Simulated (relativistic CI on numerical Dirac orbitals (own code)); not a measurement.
Mo5+: L2,3 absorption edge

Computed with this model: Dirac-Coulomb-Breit CI, orbitals from a KLI potential per configuration, model QED, valence Slater integrals scaled by 0.8, multiplet model of core-to-valence dipole absorption; configurations [Kr] 4d → [He] 2s2 2p5 3s2 3p6 3d10 4s2 4p6 4d2; 80 K; Lorentzian 1.6 eV and Gaussian 0.5 eV FWHM. Energies are those of the free ion, without screening or charge transfer. The branching ratio is the share of the lower-energy edge in the whole absorption, uncertain by about 0.02 where the edges overlap. S is read from ⟨S²⟩ = S(S + 1).

Field parameters in Wybourne normalisation: D4h B²₀ = −7Ds, B⁴₀ = 21(Dq − Dt), B⁴₄ = 21√(5/14) Dq; Oh B⁴₀ = 21Dq, B⁴₄ = √(5/14) B⁴₀; Td as Oh with Dq negative (B⁴₀ = 21Dq, B⁴₄ = √(5/14) B⁴₀). The field is a parameter set, without covalency.

Case Oh, 10Dq = 28150 cm⁻¹, the dichroism is that of the ground state at zero temperature, magnetised by exchange field 10 meV on Sz. The dichroism I(Δm = −1) − I(Δm = +1), over the sum of the three polarisations, integrates to 0.0362 on the lower edge and 0.0190 on the upper edge. The branching ratio is 0.701.

Problem. Use the orbital sum rule with 9 holes to get ⟨Lz⟩.

Solution. For a p → d edge ⟨Lz⟩ = 2 × n_h × (sum of both integrals) in this sign convention = 0.99; the ground state itself has ⟨Lz⟩ = 1.00 and ⟨Sz⟩ = -0.50. The rule assumes one radial integral for both edges, which relativistic orbitals only approach.
